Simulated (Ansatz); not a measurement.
The cluster Ge3F3⁻, relaxed as a singlet with RKS r2SCAN-D4/def2-SVPD in Ansatz, starting from the GFN1-xTB geometry. Force threshold 0.02 eV/Å.

The restricted singlet is unstable towards broken spin symmetry in Hartree–Fock (as tested in another run); at r2SCAN-D4/def2-SVPD this wasn't settled. The structure comes from a short search, and lower isomers may exist.

Start:

Cartesian coordinates in Å:
```
Ge -0.048 -0.067 -0.759
Ge -0.900 -1.944 0.250
Ge 0.115 1.739 0.652
F -2.580 -1.293 0.725
F 1.537 -0.722 -1.427
F 1.877 2.286 0.560
```

```tsv
step	energy (eV)	largest force component (eV/Å)	SCF passes
1	-177679.3239	1.628	18
2	-177679.4942	0.410	28
3	-177679.5214	0.254	23
4	-177679.5386	0.113	24
5	-177679.5515	0.128	29
6	-177679.5528	0.078	29
7	-177679.5554	0.027	22
8	-177679.5555	0.013	23
```

Force components are those of the run's own axes.

End:

```xyz
6

Ge   -0.0381   -0.1245   -1.0696
Ge   -0.8238   -1.8470    0.4619
Ge   -0.0542    1.6345    0.6301
F    -2.4479   -1.0591    0.7915
F     1.6436   -0.6521   -1.5538
F     1.7204    2.0482    0.7399
```

By distances, no bond broke or formed. The bond that changes most is Ge1–Ge3, from 2.30 to 2.45 Å (atoms count from 1). The end is the same structure that another start reached, the lowest one found.

No frequencies were taken in this run, so the end may be a saddle point.

It took 32 s on 4 threads of Arm Neoverse V1 on a shared host.
